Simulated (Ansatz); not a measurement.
Correlation energies of `[SiH3]N([SiH3])B(N([SiH3])[SiH3])N([SiH3])[SiH3]` by basis set

Z-matrix (Å, degrees):
```
Si
N 1 1.743
H 1 1.483 2 108.9
H 1 1.488 2 108.5 3 118.8
H 1 1.485 2 112.3 3 -122.3
B 2 1.449 1 124.1 3 2.8
Si 2 1.744 1 117.9 3 -169.5
N 6 1.449 2 120.0 1 48.2
N 6 1.449 2 119.9 1 -136.3
H 7 1.487 2 106.9 1 -21.8
H 7 1.487 2 113.0 1 97.1
H 7 1.484 2 110.0 1 -141.1
Si 8 1.744 6 117.7 2 36.0
Si 8 1.743 6 124.0 2 -136.4
Si 9 1.743 6 124.0 2 48.3
Si 9 1.744 6 117.7 2 -139.3
H 13 1.487 8 113.0 6 -75.8
H 13 1.484 8 110.0 6 46.0
H 13 1.487 8 106.9 6 165.3
H 14 1.483 8 108.9 6 2.7
H 14 1.488 8 108.5 6 121.6
H 14 1.485 8 112.3 6 -119.6
H 15 1.483 9 108.9 6 2.6
H 15 1.485 9 112.3 6 -119.7
H 15 1.488 9 108.5 6 121.4
H 16 1.484 9 110.0 6 46.1
H 16 1.487 9 106.9 6 165.4
H 16 1.487 9 113.0 6 -75.7
```

Total charge 0; spin multiplicity 1. The structure was optimised at the PBE0-D4/def2-TZVP level. It is one conformer, not always the lowest. Frozen core, restricted reference, Ansatz 0.2.0. CBS rows extrapolate triple and quadruple zeta; past MP2 they add the triple-zeta difference.

```tsv
basis	HF (Eh)	MP2 corr.
def2-SVP	-1931.64138	-1.19663
def2-TZVPP	-1932.48944	-1.49172
def2-QZVPP	-1932.55438	-1.59646
```

**Question.** Estimate the CCSD correlation energy and the (T) correction in each basis where they were run (hartree).

**Answer.** 
```
     basis  CCSD corr.       (T)
  def2-SVP    -1.33829  -0.04035
def2-TZVPP    -1.62033  -0.06431
 CBS(def2)    -1.80266     as TZ
```
